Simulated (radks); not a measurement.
Values are calculated unless marked as measured or tabulated.
Effect of the nuclear size on the cerium ion Ce+, [Xe] 4f1 5d2. Code: a radial shooting solver on a logarithmic mesh with Libxc functionals. Model: Dirac Kohn-Sham, PBE, spin-unpolarised, spherical densities, finite nucleus; open shells fill j = l - 1/2 first; Fermi nuclear charge, rms radius 4.8771 fm. The rms radius is varied about that value; shifts are against it.

| rms radius (fm) | total energy shift (eV) | density at nucleus (e/bohr^3) | 1s1/2 shift (meV) | 2s1/2 shift (meV) | 5s1/2 shift (meV) | 6s1/2 (empty) shift (meV) |
|---|---|---|---|---|---|---|
| 4.2821 | -2.40 | 3.934e+05 | -996 | -122 | -0.973 | -0.126 |
| 4.3894 | -1.98 | 3.914e+05 | -824 | -101 | -0.805 | -0.104 |
| 4.8771 | 0 | 3.829e+05 | 0.000 | 0.000 | 0.000 | 0.000 |
| 5.1258 | 1.07 | 3.79e+05 | 447 | 54.6 | 0.436 | 0.056 |
| 5.4087 | 2.35 | 3.748e+05 | 976 | 119 | 0.954 | 0.123 |

Slopes of the eigenvalues against <r^2> in GHz/fm^2, as finite differences over the two radii next to the reference (eigenvalue slopes, not the field-shift constants of lines): 1s1/2 43800, 2s1/2 5360, 5s1/2 42.9, 6s1/2 (empty) 5.54.
